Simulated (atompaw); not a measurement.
Tb (Z = 65): variants of one PAW (atompaw) potential

Base potential:

terbium (Tb), PAW, made with atompaw 4.2.0.5 (PBEsol, non-relativistic). Core [Kr] 4d10, reference 4f9 5s2 5p6 5d0 6s1.5 6p0 (charge +0.5). Waves: 5s (bound); 6s (bound); 5p (bound); 6p (bound, empty); 5d (bound, empty); 5d channel at 4.4 Ry; 4f (bound); 4f channel at -0.25 Ry. Local part: vpsmatchnc scheme with l = 4 at 0 Ry, radius 2.70 bohr. Core correction: smooth core density matched at 1.95 bohr. Augmentation charge: sinc compensation charge, radius 2.75 bohr; PAW radius 3.00 bohr; waves and projectors: bloechl.

Cutoffs, loose and tight: the cutoffs (Ry, on a coarse ladder) from which the occupation-weighted sum of valence levels, in a spherical-Bessel basis at the reference potential, stays within 10 and 1 mRy of its value at 400 Ry. They see the waves, projectors and local potential, not the compensation charge or the core. A dash means not determined.

A true bound ghost makes a file unfit for plane-wave use even where its test errors are small: the radial tests pick states by their node count and pass the ghost by.

| change | outcome | cutoff, loose | cutoff, tight | bound ghosts |
| --- | --- | --- | --- | --- |
| base | generated | 40 Ry | 50 Ry | none |
| local potential vpsmatchnc scheme with l = 4 at 0 Ry, radius 1.28 bohr | failed: atompaw: terminating projector 1000 | – | – | – |
| local potential vpsmatchnc scheme with l = 4 at 0 Ry, radius 1.42 bohr | failed: atompaw: terminating projector 1000 | – | – | – |
| local potential vpsmatchnc scheme with l = 4 at 0 Ry, radius 1.66 bohr | failed: atompaw: terminating projector 1000 | – | – | – |
| local potential vpsmatchnc scheme with l = 4 at 0 Ry, radius 1.84 bohr | generated, no UPF (negative core plus compensation charge) | 120 Ry | 160 Ry | s |
| local potential vpsmatchnc scheme with l = 4 at 0 Ry, radius 1.98 bohr | generated, no UPF (negative core plus compensation charge) | 90 Ry | 110 Ry | s |
| local potential vpsmatchnc scheme with l = 4 at 0 Ry, radius 2.56 bohr | generated | 45 Ry | 55 Ry | none |
| local potential vpsmatchnc scheme with l = 4 at 0 Ry, radius 2.72 bohr | generated | 40 Ry | 50 Ry | none |
| local potential vpsmatchnc scheme with l = 4 at 0 Ry, radius 2.88 bohr | generated | 35 Ry | 45 Ry | none |

Q: What comes out with this change to the base: local potential vpsmatchnc scheme with l = 4 at 0 Ry, radius 2.34 bohr?

A: outcome: generated, no UPF (negative core plus compensation charge); cutoff, loose: 55 Ry; cutoff, tight: 70 Ry; bound ghosts: none.

Q: What comes out with this change to the base: local potential vpsmatchnc scheme with l = 4 at 0 Ry, radius 2.22 bohr?

A: outcome: generated, no UPF (negative core plus compensation charge); cutoff, loose: 70 Ry; cutoff, tight: 80 Ry; bound ghosts: s.

Reading the sweep of the r_vloc (base included, trends over the rows without a ghost): The loose cutoff falls from 55 Ry at 2.34 to 35 Ry at 2.88 bohr. Bound ghosts are found at 1.84, 1.98, 2.22 bohr. The generation fails at 1.28, 1.42, 1.66 bohr.
